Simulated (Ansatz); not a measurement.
`[AlH2][B]([SiH3])[SiH3]` + H₂ → `[SiH3]B[SiH3]` + `[AlH3]`  (hydrogenolysis of a B–Al bond)

Computed with Ansatz on PBE0-D4/def2-TZVP structures; ΔE is electronic, products minus reactants. CBS: MP2 limit from def2 TZ/QZ plus the TZ coupled-cluster correction, frozen cores. This one scheme is used for every species. Functionals use def2-TZVPP. B3LYP here is the variant with VWN-RPA as its local correlation; programs differ in this.

`[AlH2][B]([SiH3])[SiH3]`:

Z-matrix (Å, degrees):
```
Si
B 1 1.997
H 1 1.490 2 114.6
H 1 1.490 2 115.9 3 -127.1
H 1 1.497 2 101.9 3 116.3
Si 2 1.997 1 114.8 3 -26.9
Al 2 2.093 1 122.6 3 153.2
H 6 1.490 2 115.9 1 -153.9
H 6 1.490 2 114.6 1 -26.8
H 6 1.497 2 102.0 1 89.5
H 7 1.592 2 120.2 1 -95.6
H 7 1.592 2 120.2 1 84.6
```

H₂:

```xyz
2

H    -0.106    0.231   -0.273
H     0.106   -0.231    0.273
```

`[SiH3]B[SiH3]`:

Z-matrix (Å, degrees):
```
Si
B 1 2.006
H 1 1.489 2 113.2
H 1 1.495 2 104.9 3 117.2
H 1 1.488 2 114.2 3 -125.0
Si 2 2.006 1 124.9 3 149.9
H 2 1.198 1 117.4 3 -36.8
H 6 1.489 2 113.0 1 -149.1
H 6 1.495 2 105.0 1 93.7
H 6 1.488 2 114.3 1 -24.2
```

`[AlH3]`:

Cartesian coordinates in Å:
```
Al 0.000 0.000 0.000
H -0.911 1.242 0.378
H -0.532 -1.093 -1.019
H 1.443 -0.149 0.641
```

```
             level  ΔE (kcal/mol)  difference from CCSD(T)/CBS
            PBE-D4            0.3                          3.4
         r2SCAN-D4           -1.2                          1.9
           PBE0-D4           -1.5                          1.6
          B3LYP-D4           -3.7                         -0.6
           ωB97X-V           -4.6                         -1.5
           ωB97M-V           -4.3                         -1.2
            B2PLYP           -5.5                         -2.4
               PBE           -1.3                          1.8
            r2SCAN           -1.6                          1.5
              PBE0           -3.0                          0.1
             B3LYP           -6.2                         -3.1
     HF/def2-TZVPP          -12.0                         -8.9
    MP2/def2-TZVPP           -3.7                         -0.6
SCS-MP2/def2-TZVPP           -5.6                         -2.5
   CCSD/def2-TZVPP           -5.3                         -2.2
CCSD(T)/def2-TZVPP           -3.8                         -0.7
     HF/def2-QZVPP          -12.0                         -8.9
    MP2/def2-QZVPP           -3.3                         -0.2
SCS-MP2/def2-QZVPP           -5.2                         -2.1
      HF/CBS(def2)          -12.0                         -8.9
     MP2/CBS(def2)           -2.9                          0.2
    CCSD/CBS(def2)           -4.6                         -1.5
       CCSD(T)/CBS           -3.1                            0
```

Largest T1 diagnostic among the species: 0.015.

In def2-TZVPP, CCSD(T) changes the Hartree–Fock value by +8.2 kcal/mol (the triples alone add +1.5 kcal/mol) and MP2 by +8.3 kcal/mol. From PBE to PBE0 (25 % exact exchange), in def2-TZVPP and without D4, ΔE moves by −1.7 kcal/mol.
